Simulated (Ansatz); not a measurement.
Ansatz (an electronic-structure program) input:
A basis named .json is the Basis Set Exchange file of that set.

Ansatz 0.2 input:
```yaml
crystal:
  periodic: [false, false, false]
  atoms:
    - {symbol: C, position_ang: [-2.68756691, -1.09566185, -0.09974255]}
    - {symbol: C, position_ang: [-1.25910703, -0.59699851, -0.05694053]}
    - {symbol: C, position_ang: [-0.98962237, 0.74995298, 0.10401276]}
    - {symbol: Se, position_ang: [0.93219675, 0.84925418, 0.09185116]}
    - {symbol: C, position_ang: [1.08270908, -1.02300875, -0.13850754]}
    - {symbol: C, position_ang: [-0.17350162, -1.54020536, -0.18574707]}
    - {symbol: H, position_ang: [-3.36842223, -0.25057897, 0.01197747]}
    - {symbol: H, position_ang: [-2.90416236, -1.81420079, 0.70312277]}
    - {symbol: H, position_ang: [-2.92626130, -1.60074915, -1.04616545]}
    - {symbol: H, position_ang: [2.01454494, -1.56549111, -0.21647430]}
    - {symbol: H, position_ang: [-0.34785558, -2.60809300, -0.31385023]}
basis:
  gaussian:
    orbitals: aug-cc-pVQZ
    fitting: {mean_field: def2-universal-jkfit, correlation: aug-cc-pVQZ-RIFIT.json}
total_charge: -1
magnetization: {spin_polarized: false}
correlation: {method: mp2, electrons: outside_noble_gas}
```

Problem. What final total energy does it print?

Solution. -2593.19852 Eh (RI-MP2/aug-cc-pVQZ). The basis has 723 functions.

It need not be the lowest isomer of its formula. Whether it binds its extra electron was not tested at this geometry.
